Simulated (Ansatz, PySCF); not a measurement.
Atom: calcium atom, Ca, net charge 0, singlet state.

Quantity: ionisation energy to the doublet, in eV. Set-up: no spin-orbit coupling; UHF or UKS for open shells; non-relativistic; 6-311+G** with 5d; LANL2DZ with its own core potentials from Na on; each state is the SCF solution reached for its charge and spin; 6-31G* and kin with 6d, 5d where marked; frozen cores in correlated levels (noble-gas shells and the d and f shells of earlier blocks; the outer core of K, Ca and congeners matters and is frozen too). The Hartree-Fock reference of Ca atom is unstable towards a lower, spin-broken solution.

Measured values: NIST ASD by pymatgen's periodic table; they hold spin-orbit and core effects. 

Value to compare with, the measured value: 6.11 eV.

| level | program | ionisation energy to the doublet (eV) | error |
|---|---|---|---|
| HF/6-31G* | Ansatz | 5.12 | -0.99 |
| PBE/6-311+G** | Ansatz | 6.08 | -0.03 |
| B3LYP/STO-3G | Ansatz | 5.35 | -0.76 |
| B3LYP/6-31G* | Ansatz | 6.15 | 0.04 |
| M06-2X/LANL2DZ | PySCF | 6.55 | 0.44 |
| MP2/6-311+G** | Ansatz | 5.55 | -0.56 |
| B3LYP/def2-TZVPD | Ansatz | 6.15 | 0.04 |
| PBE0/def2-TZVPD | Ansatz | 6.00 | -0.11 |

2 of the 6 habitual levels lie above the measured value; their mean absolute error is 0.47 eV, the median 0.50.

The levels are drawn from those run, B3LYP/6-31G* more often than the rest, none by its result; runs whose electronic state is in doubt are left out.

Ansatz is a quantum-chemistry and plane-wave program.
